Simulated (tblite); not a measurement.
Scan of H₃Al, singlet: map of symmetric stretch and umbrella angle. Scanned: Al-H bond length and angle between the Al-H bonds and the threefold axis (90 = planar).

Cartesian coordinates as functions of the variables (Å; names that start with a are angles):
```
Al  0  0  0
H  r*sin(a)*cos(0*2*pi/3+0)  r*sin(a)*sin(0*2*pi/3+0)  0+r*cos(a)
H  r*sin(a)*cos(1*2*pi/3+0)  r*sin(a)*sin(1*2*pi/3+0)  0+r*cos(a)
H  r*sin(a)*cos(2*2*pi/3+0)  r*sin(a)*sin(2*2*pi/3+0)  0+r*cos(a)
```

Method: GFN2-xTB, 300 K electronic temperature in tblite.

Energy in kcal/mol above the lowest grid point; x is the Al-H bond length (Å), y the angle between the Al-H bonds and the threefold axis (90 = planar) (°).

| y \ x | 1.39 | 1.48 | 1.56 | 1.63 | 1.70 | 1.78 | 1.85 | 1.92 | 1.98 |
|---|---|---|---|---|---|---|---|---|---|
| 130 | 99.1 | 80.9 | 73.8 | 72.0 | 72.9 | 76.1 | 80.2 | 85.0 | 89.4 |
| 127.20 | 85.8 | 68.9 | 62.9 | 62.0 | 63.6 | 67.7 | 72.4 | 77.9 | 82.8 |
| 123.20 | 69.9 | 54.5 | 49.7 | 49.7 | 52.3 | 57.3 | 62.8 | 69.0 | 74.5 |
| 119.20 | 56.8 | 42.5 | 38.6 | 39.3 | 42.6 | 48.3 | 54.5 | 61.2 | 67.2 |
| 115.20 | 45.8 | 32.4 | 29.1 | 30.3 | 34.1 | 40.4 | 47.0 | 54.2 | 60.6 |
| 111.20 | 36.7 | 23.8 | 21.0 | 22.5 | 26.6 | 33.2 | 40.2 | 47.7 | 54.4 |
| 107.20 | 29.2 | 16.7 | 14.1 | 15.9 | 20.1 | 27.0 | 34.1 | 41.9 | 48.7 |
| 103.20 | 23.2 | 10.9 | 8.4 | 10.3 | 14.7 | 21.7 | 28.9 | 36.8 | 43.8 |
| 99.20 | 18.8 | 6.5 | 4.2 | 6.1 | 10.5 | 17.5 | 24.8 | 32.8 | 39.8 |
| 95.20 | 15.9 | 3.7 | 1.3 | 3.3 | 7.7 | 14.7 | 22.0 | 30.0 | 37.1 |
| 90 | 14.5 | 2.4 | 0.0 | 2.0 | 6.4 | 13.4 | 20.7 | 28.7 | 35.7 |

Points that lie below all their neighbours on the grid: x = 1.56, y = 90 on the edge of the grid (0.0 kcal/mol).
